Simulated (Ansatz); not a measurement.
Reaction (isomerisation): `BOC(C)[SiH3]` → `B[SiH2]OCC`

Computed with Ansatz on PBE0-D4/def2-TZVP structures; ΔE is electronic, products minus reactants. CCSD(T)/CBS adds triple-zeta CCSD(T) − MP2 to the extrapolated MP2 energy (def2 sets, frozen cores). DFT in def2-TZVPP. One conformer a species, not always the lowest.

`BOC(C)[SiH3]`:

Z-matrix (Å, degrees):
```
C
O 1 1.432
Si 1 1.900 2 107.7
C 1 1.514 2 109.1 3 123.0
H 1 1.099 2 108.7 3 -117.5
B 2 1.340 1 122.4 3 116.8
H 3 1.488 1 109.1 2 -177.7
H 3 1.486 1 109.6 2 62.6
H 3 1.486 1 109.6 2 -58.0
H 4 1.093 1 110.5 2 -179.4
H 4 1.092 1 110.9 2 -59.2
H 4 1.093 1 110.7 2 60.8
H 6 1.204 2 120.2 1 0.6
H 6 1.196 2 116.9 1 -179.5
```

`B[SiH2]OCC`:

Cartesian coordinates in Å:
```
B -1.647 -0.729 1.955
Si 0.303 -0.395 1.625
O 0.770 -0.351 0.044
C 0.244 0.593 -0.867
C 0.750 0.287 -2.254
H -2.485 -0.741 1.102
H -2.017 -0.911 3.080
H 1.133 -1.458 2.252
H 0.622 0.908 2.297
H 0.546 1.606 -0.567
H -0.855 0.563 -0.851
H 1.841 0.326 -2.279
H 0.360 1.013 -2.972
H 0.436 -0.711 -2.565
```

```
       species  r2SCAN-D4 energy (Eh)
`BOC(C)[SiH3]`             -471.15320
  `B[SiH2]OCC`             -471.12691
```

Question: Work out ΔE.

Answer: ΔE = (-471.12691) − (-471.15320) = 0.02629 Eh = +69.0 kJ/mol. CCSD(T)/CBS gives +68.6 kJ/mol.

Largest T1 diagnostic among the species: 0.013.

In def2-TZVPP, CCSD(T) changes the Hartree–Fock value by +19.1 kJ/mol (the triples alone add +4.5 kJ/mol) and MP2 by +23.2 kJ/mol. The D4 term adds +3.6 kJ/mol with B3LYP and +1.9 kJ/mol with PBE0; it sums over pairs of atoms, weighted by their polarisabilities, and B3LYP, whose exchange is more repulsive, gets the larger term.

B3LYP here is the variant with VWN-RPA as its local correlation; programs differ in this.
